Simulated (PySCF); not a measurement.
TlI, SMILES [I][Tl]. Coordinates come from a B3LYP-D3(BJ)/def2-TZVP optimisation. The def2 effective core potentials stand for the cores of I, Tl; spin–orbit coupling is left out.

Computed equilibrium geometry at B3LYP-D3(BJ)/def2-TZVP (PySCF confirms it by a frequency run) as a Z-matrix, and its point group:
point group C∞v.
```
Tl
I 1 2.8762
```
